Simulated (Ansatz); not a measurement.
Reaction (silylene formation by 1,1-elimination): `O[Si](O)([SiH3])Br` → `O[SiH3]` + `O[Si]Br`

Computed with Ansatz on PBE0-D4/def2-TZVP structures; ΔE is electronic, products minus reactants. CBS: MP2 limit from def2 TZ/QZ plus the TZ coupled-cluster correction, frozen cores. DFT in def2-TZVPP. For Br outer-core shells are correlated without core-valence functions, which leaves a few kJ/mol of doubt a bond. Scalar relativity is left out up to krypton. Each species was taken in one conformer, which may not be the lowest.

```tsv
species	B2PLYP energy (Eh)
`O[Si](O)([SiH3])Br`	-3306.11978
`O[SiH3]`	-367.02731
`O[Si]Br`	-2939.03873
```

Question: Work out ΔE.

Answer: ΔE = (-367.02731) + (-2939.03873) − (-3306.11978) = 0.05374 Eh = +141.1 kJ/mol. CCSD(T)/CBS gives +158.0 kJ/mol.

Largest T1 diagnostic among the species: 0.012.

From BLYP to BHLYP (50 % exact exchange), in def2-TZVPP and without D4, ΔE moves by +34.8 kJ/mol. At CCSD(T), def2-SVP lies −19.7 kJ/mol from the extrapolated value and def2-TZVPP −5.6 kJ/mol. The D4 term adds +19.4 kJ/mol with B3LYP and +10.7 kJ/mol with PBE0; it sums over pairs of atoms, weighted by their polarisabilities, and B3LYP, whose exchange is more repulsive, gets the larger term.

B3LYP here is the variant with VWN-RPA as its local correlation; programs differ in this.
